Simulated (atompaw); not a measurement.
Varying the PAW (atompaw) potential for titanium (Ti)

Base potential:

atompaw 4.2.0.5 input, output lines left out:

```
Ti 22
GGA-PBE scalarrelativistic loggrid 1500 logderivrange -7 5 301
4 4 3 0 0 0
4 0 1.75
4 1 0.25
3 2 2
0 0 0
c
c
v
v
c
v
v
v
2
1.95 1.90 1.90 1.70
n
n
y
0.35
n
modrrkj vanderbiltortho sinc
3 -0.5 ultrasoft
1.25
1.95
1.75
1.95
1.85
1.95
```

Cutoffs, loose and tight: the cutoffs (Ry, on a coarse ladder) from which the occupation-weighted sum of valence levels, in a spherical-Bessel basis at the reference potential, stays within 10 and 1 mRy of its value at 400 Ry. They see the waves, projectors and local potential, not the compensation charge or the core. A dash means not determined.

| change | outcome | cutoff, loose | cutoff, tight | bound ghosts |
| --- | --- | --- | --- | --- |
| base | generated | 30 Ry | 45 Ry | none |
| all radii scaled by about 0.75 (s 0.94, p 1.32, d 1.40 bohr); local potential ultrasoft scheme with l = 3 at -0.5 Ry, radius 1.44 bohr; augmentation sinc compensation charge, radius 1.44 bohr; PAW radius 1.48 bohr; waves and projectors: modrrkj vanderbiltortho; core correction smooth core density matched at 1.28 bohr | failed: atompaw: The overlap operator has at least one negative eigenvalue! | – | – | – |
| all radii scaled by about 0.87 (s 1.08, p 1.52, d 1.62 bohr); local potential ultrasoft scheme with l = 3 at -0.5 Ry, radius 1.66 bohr; augmentation sinc compensation charge, radius 1.66 bohr; PAW radius 1.70 bohr; waves and projectors: modrrkj vanderbiltortho; core correction smooth core density matched at 1.48 bohr | failed: atompaw: The overlap operator has at least one negative eigenvalue! | – | – | – |
| all radii scaled by about 0.95 (s 1.18, p 1.66, d 1.76 bohr); local potential ultrasoft scheme with l = 3 at -0.5 Ry, radius 1.80 bohr; augmentation sinc compensation charge, radius 1.80 bohr; PAW radius 1.86 bohr; waves and projectors: modrrkj vanderbiltortho; core correction smooth core density matched at 1.62 bohr | failed: atompaw: The overlap operator has at least one negative eigenvalue! | – | – | – |
| all radii scaled by about 1.05 (s 1.30, p 1.84, d 1.94 bohr); local potential ultrasoft scheme with l = 3 at -0.5 Ry, radius 1.98 bohr; augmentation sinc compensation charge, radius 1.98 bohr; PAW radius 2.04 bohr; waves and projectors: modrrkj vanderbiltortho; core correction smooth core density matched at 1.78 bohr | generated | 30 Ry | 45 Ry | none |
| all radii scaled by about 1.27 (s 1.58, p 2.22, d 2.34 bohr); local potential ultrasoft scheme with l = 3 at -0.5 Ry, radius 2.40 bohr; augmentation sinc compensation charge, radius 2.40 bohr; PAW radius 2.46 bohr; waves and projectors: modrrkj vanderbiltortho; core correction smooth core density matched at 2.16 bohr | generated | 18 Ry | 35 Ry | none |

(1) What comes out with this change to the base: all radii scaled by about 1.15 (s 1.44, p 2.02, d 2.12 bohr); local potential ultrasoft scheme with l = 3 at -0.5 Ry, radius 2.18 bohr; augmentation sinc compensation charge, radius 2.18 bohr; PAW radius 2.24 bohr; waves and projectors: modrrkj vanderbiltortho; core correction smooth core density matched at 1.96 bohr?

Answers

(1) outcome: generated; cutoff, loose: 25 Ry; cutoff, tight: 40 Ry; bound ghosts: none.

Reading the sweep of the scale of all radii (base = 1) (base included, trends over the rows without a ghost): The loose cutoff falls from 30 Ry at 1 to 18 Ry at 1.27. A larger radius leaves more room for a smooth pseudo-wave, so fewer plane waves are needed; a smaller one forces it to follow the all-electron wave where it bends sharply. The generation fails at 0.75, 0.87, 0.95.
